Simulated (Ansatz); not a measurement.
A nudged elastic band was laid between two geometries of C2H6BF (10 atoms, charge 0, multiplicity 1).

Computed with RKS r2SCAN/def2-SVP in Ansatz.

```yaml
movable_images: 7
climbing_image: yes
spring: 5.0 eV/Å²
optimiser: quadratic models (default)
start_path: through a guess of the saddle point
force_threshold: 0.05 eV/Å
iteration_limit: 60
end_points: relaxed
```

First end point:

```xyz
10
Properties=species:S:1:pos:R:3
C -0.847 0.982 -0.524
B -0.025 -0.349 -0.429
C 0.808 -0.817 0.814
F 0.035 -1.120 -1.527
H -0.135 1.799 -0.747
H -1.337 1.258 0.423
H -1.588 0.973 -1.338
H 1.844 -0.454 0.677
H 0.875 -1.915 0.880
H 0.453 -0.410 1.772
```

Last end point:

```xyz
10
Properties=species:S:1:pos:R:3
C -0.764 1.032 -0.542
B 0.146 -0.242 -0.483
C 0.695 -0.896 0.832
F 0.481 -0.822 -1.647
H -0.708 1.562 -1.505
H -0.577 1.736 0.284
H -1.811 0.693 -0.422
H 1.684 -0.443 1.035
H 0.862 -1.979 0.733
H 0.074 -0.692 1.717
```

Question: What changes between the two ends?

Answer: No bond is made or broken. The dihedral H5–C1–B2–C3 goes from 80 to 157°.

Question: What energy profile does the band end with?

Answer: The forces met the threshold. The highest image is number 1 of 0 to 8, 0.1 kJ/mol above the first end and 0.9 kJ/mol above the last; the last end lies 0.9 kJ/mol below the first. The top lies less than 8 meV above the higher end, about what the thresholds resolve: that end is a shoulder or a very shallow well. A vibrational analysis at the climbing image gives one clearly imaginary mode, 67i cm⁻¹: a first-order saddle point.

| image | path coordinate (Å) | energy (kJ/mol) | dihedral H5–C1–B2–C3 (°) |
| --- | --- | --- | --- |
| 0 | 0.00 | 0.0 | 80 |
| 1 | 0.29 | 0.1 | 88 |
| 2 | 0.59 | -0.1 | 94 |
| 3 | 0.89 | -0.2 | 106 |
| 4 | 1.19 | -0.4 | 110 |
| 5 | 1.49 | -0.5 | 123 |
| 6 | 1.79 | -0.7 | 135 |
| 7 | 2.10 | -0.9 | 147 |
| 8 | 2.40 | -0.9 | 157 |

Question: What is the geometry of the highest image?

Answer: 
```xyz
10
Properties=species:S:1:pos:R:3:forces:R:3
C -0.831 0.991 -0.523 -0.01 0.00 0.01
B -0.025 -0.350 -0.427 0.00 0.00 0.00
C 0.795 -0.834 0.819 0.00 0.00 0.00
F 0.033 -1.110 -1.533 0.00 0.00 0.00
H -0.134 1.775 -0.875 0.00 0.00 0.00
H -1.229 1.340 0.442 0.00 0.00 0.00
H -1.644 0.943 -1.264 0.00 0.00 0.00
H 1.799 -0.373 0.754 0.00 0.00 0.00
H 0.951 -1.924 0.828 0.00 0.00 0.00
H 0.369 -0.511 1.781 0.00 0.00 0.00
```

Run time: 55 s on 2 threads of Intel(R) Xeon(R) Platinum 8375C CPU @ 2.90GHz (Ice Lake) (shared host), peak memory 0.15 GiB.
